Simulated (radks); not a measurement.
The mean radii <r> (bohr) of the occupied orbitals of an atom or ion are listed with their occupations. Calculated with a radial shooting solver on a logarithmic mesh with Libxc functionals: scalar-relativistic Kohn-Sham, SCAN, spin-unpolarised, spherical densities, finite nucleus; meta-GGA in the generalised Kohn-Sham scheme; Fermi nuclear charge, rms radius of each element as measured or else 0.836 A^(1/3) + 0.57 fm.

orbital  occ.     <r>
1s          2  0.1202
2s          2  0.6223
2p          6  0.5995
3p          2   2.845

Name the element and its charge.

Answer. Z = 13, aluminium, charge +1: Al+ in [Ne] 3p2. The 1s radius gives Z: for a bare nucleus <r> = (2 gamma + 1)/(2Z) with gamma = sqrt(1 - (Z/c)^2), 0.115 bohr for Z = 13, and screening makes it slightly larger (0.1202 here). The occupations add up to 12, and the charge is Z minus that.
